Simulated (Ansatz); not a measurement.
One change: `C=C[SiH2]N` becomes `C=C[SiH2]N[SiH2]O`.

Ansatz, PBE0-D4/def2-TZVP geometries, multiplicity 1. Each molecule was computed in one conformer, which needn't be the lowest.

```csv
property,`C=C[SiH2]N`
LUMO energy (PBE/def2-TZVPP) / eV,-1.25
HOMO energy (PBE0/def2-TZVPP) / eV,-7.36
HOMO energy (PBE/def2-TZVPP) / eV,-5.95
HOMO–LUMO gap (PBE0/def2-TZVPP) / eV,7.13
HOMO–LUMO gap (ωB97M-V/def2-TZVPP) / eV,11.60
LUMO energy (B3LYP/def2-TZVPP) / eV,-0.46
```

Give the same properties after the change, and the shifts. (Best estimate.)

The calculation gave: 
```
                               property  `C=C[SiH2]N[SiH2]O`  shift
      LUMO energy (PBE/def2-TZVPP) / eV                -1.77  -0.52
     HOMO energy (PBE0/def2-TZVPP) / eV                -7.50  -0.14
      HOMO energy (PBE/def2-TZVPP) / eV                -6.17  -0.22
   HOMO–LUMO gap (PBE0/def2-TZVPP) / eV                 6.73  -0.40
HOMO–LUMO gap (ωB97M-V/def2-TZVPP) / eV                11.03  -0.57
    LUMO energy (B3LYP/def2-TZVPP) / eV                -0.98  -0.52
```

With PBE0 the HOMO falls by 0.14 eV and the LUMO falls by 0.54 eV, so the gap narrows by about 0.40 eV. PBE moves the HOMO by -0.22 eV and ωB97M-V by -0.07 eV.

B3LYP here is the variant with VWN-RPA as its local correlation; programs differ in this.
